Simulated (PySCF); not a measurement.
InGe: frontier orbitals

UHF at R = 2.674 Å; In def2-SVP with ECP28, Ge def2-SVP; scalar-relativistic core potentials (PySCF 2.14). State: ⁴Σ⁻ (quartet), unpaired electrons σ ↑, π ↑↑. Only the outer orbitals are listed, counted within each symmetry, core potentials removing the inner ones.

| spin | orbital | occ. | ε (eV) | on In (%) | main shells (%) |
| --- | --- | --- | --- | --- | --- |
| α | 10σ | 1 | -17.93 | 15 | 83 Ge s, 11 In s |
| α | 11σ | 1 | -11.86 | 70 | 68 In s, 18 Ge p, 12 Ge s |
| α | 12σ | 1 | -7.44 | 52 | 46 Ge p, 40 In p, 12 In s |
| α | 6π | 1 | -7.38 | 15 | 85 Ge p, 13 In p |
| α | 6π | 1 | -7.38 | 15 | 85 Ge p, 13 In p |
| α | 7π | 0 | 0.54 | 86 | 86 In p, 13 Ge p |
| α | 7π | 0 | 0.54 | 86 | 86 In p, 13 Ge p |
| α | 13σ | 0 | 2.75 | 95 | 89 In p, 19 Ge p |
| β | 10σ | 1 | -13.43 | 36 | 62 Ge s, 32 In s |
| β | 11σ | 1 | -9.41 | 67 | 65 In s, 31 Ge s |
| β | 6π | 0 | 0.29 | 87 | 87 In p, 13 Ge p |
| β | 6π | 0 | 0.29 | 87 | 87 In p, 13 Ge p |
| β | 12σ | 0 | 0.51 | 62 | 60 In p, 32 Ge p |

Problem. Which are the highest filled and the lowest empty level, where do they sit, and how wide is the gap?

Solution. Highest filled α 6π at -7.38 eV (in %: 85 Ge p, 13 In p); lowest empty β 6π at 0.29 eV (in %: 87 In p, 13 Ge p); the gap at UHF is 7.67 eV. Both belong to one degenerate shell, split only by its one-sided filling, so this is no excitation gap. An empty level above zero is unbound, and its energy depends on the basis.

```
bond order (Mayer)                               : 1.09
⟨S²⟩                                             : 3.769
charge on In (Mulliken, basis-dependent)         : 0.31
charge on In (Löwdin, basis-dependent)           : 0.20
dipole moment (positive dipole means In(−)Ge(+)) : -2.64 D
polarisability along the bond                    : 140.7 bohr³
polarisability across the bond                   : 56.2 bohr³
```

Spin–orbit coupling is left out. The state was picked by a PBE0 search and need not be the measured ground state.
